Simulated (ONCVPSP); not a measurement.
**Li (Z = 3) ONCV: all-electron and pseudo phase curves**

```
Element                 : lithium
Generator               : ONCVPSP 4.0.1
Type                    : optimised norm-conserving Vanderbilt (ONCV)
Functional              : BLYP
Relativity              : scalar-relativistic
Frozen core             : [He]
Valence charge          : 1
Reference configuration : 2s1
Partial waves           : 2s: rc 2.35 bohr, ncon 5, nbas 9, qcut 3.1 1/bohr, local; p scattering state at 0.13 Ha: rc 2.35 bohr, ncon 4, nbas 9, qcut 3.3 1/bohr, 2 projectors, debl 2.7 Ha; d scattering state at 0.12 Ha: rc 2.40 bohr, ncon 5, nbas 8, qcut 3.4 1/bohr, 3 projectors, debl 0.9 Ha
Local potential         : the s channel
Core correction         : polynomial model core, fcfact 0.65
```

The phase is arctan(r·R′/R) of the radial function R(r), unwrapped; energies in Ha, scanned from -2 to 5 Ha. A pole is an energy at which the radial function vanishes at the test radius. The pseudo phase is shifted by a multiple of π to meet the all-electron one at the reference energy, and phase errors are pseudo minus all-electron; the curves can meet again beyond the range given. Levels narrower than the energy grid can be missing from the lists of poles.

```
channel  radius (bohr)  reference energy (Ha)  poles, all-electron  poles, pseudo  unbroken range about the reference energy with phases within 0.05 rad  phase error 1 Ha above the reference energy (rad)
      s           2.39                  -0.10    -1.90, 1.10, 5.00     0.99, 3.82                                                            -1.8 to 1.2                                             -0.026
      p           2.39                   0.13           0.84, 3.87     0.85, 3.92                                                              below 1.8                                             +0.006
      d           2.43                   0.12                 2.13           2.13                                                        the whole range                                             +0.000
```

Phases in the d channel:

```json
{"E (Ha)": "-1.98", "all-electron": "1.336", "pseudo": "1.336"}
{"E (Ha)": "-1.80", "all-electron": "1.324", "pseudo": "1.324"}
{"E (Ha)": "-1.62", "all-electron": "1.311", "pseudo": "1.311"}
{"E (Ha)": "-1.44", "all-electron": "1.296", "pseudo": "1.296"}
{"E (Ha)": "-1.26", "all-electron": "1.278", "pseudo": "1.278"}
{"E (Ha)": "-1.08", "all-electron": "1.256", "pseudo": "1.256"}
{"E (Ha)": "-0.90", "all-electron": "1.230", "pseudo": "1.230"}
{"E (Ha)": "-0.72", "all-electron": "1.197", "pseudo": "1.197"}
{"E (Ha)": "-0.54", "all-electron": "1.154", "pseudo": "1.154"}
{"E (Ha)": "-0.36", "all-electron": "1.098", "pseudo": "1.098"}
{"E (Ha)": "-0.18", "all-electron": "1.019", "pseudo": "1.019"}
{"E (Ha)": "0.00", "all-electron": "0.902", "pseudo": "0.902"}
{"E (Ha)": "0.18", "all-electron": "0.716", "pseudo": "0.716"}
{"E (Ha)": "0.36", "all-electron": "0.404", "pseudo": "0.404"}
{"E (Ha)": "0.54", "all-electron": "-0.075", "pseudo": "-0.075"}
{"E (Ha)": "0.72", "all-electron": "-0.583", "pseudo": "-0.583"}
{"E (Ha)": "0.90", "all-electron": "-0.936", "pseudo": "-0.936"}
{"E (Ha)": "1.08", "all-electron": "-1.149", "pseudo": "-1.149"}
{"E (Ha)": "1.26", "all-electron": "-1.283", "pseudo": "-1.283"}
{"E (Ha)": "1.44", "all-electron": "-1.373", "pseudo": "-1.373"}
{"E (Ha)": "1.62", "all-electron": "-1.440", "pseudo": "-1.440"}
{"E (Ha)": "1.80", "all-electron": "-1.493", "pseudo": "-1.493"}
{"E (Ha)": "1.98", "all-electron": "-1.538", "pseudo": "-1.538"}
{"E (Ha)": "2.16", "all-electron": "-1.578", "pseudo": "-1.578"}
{"E (Ha)": "2.34", "all-electron": "-1.617", "pseudo": "-1.617"}
{"E (Ha)": "2.52", "all-electron": "-1.658", "pseudo": "-1.658"}
{"E (Ha)": "2.70", "all-electron": "-1.705", "pseudo": "-1.705"}
{"E (Ha)": "2.88", "all-electron": "-1.763", "pseudo": "-1.763"}
{"E (Ha)": "3.06", "all-electron": "-1.845", "pseudo": "-1.845"}
{"E (Ha)": "3.24", "all-electron": "-1.979", "pseudo": "-1.979"}
{"E (Ha)": "3.42", "all-electron": "-2.246", "pseudo": "-2.247"}
{"E (Ha)": "3.60", "all-electron": "-2.876", "pseudo": "-2.877"}
{"E (Ha)": "3.78", "all-electron": "-3.734", "pseudo": "-3.735"}
{"E (Ha)": "3.96", "all-electron": "-4.162", "pseudo": "-4.162"}
{"E (Ha)": "4.14", "all-electron": "-4.350", "pseudo": "-4.350"}
{"E (Ha)": "4.32", "all-electron": "-4.451", "pseudo": "-4.451"}
{"E (Ha)": "4.50", "all-electron": "-4.514", "pseudo": "-4.515"}
{"E (Ha)": "4.68", "all-electron": "-4.559", "pseudo": "-4.559"}
{"E (Ha)": "4.86", "all-electron": "-4.592", "pseudo": "-4.592"}
```
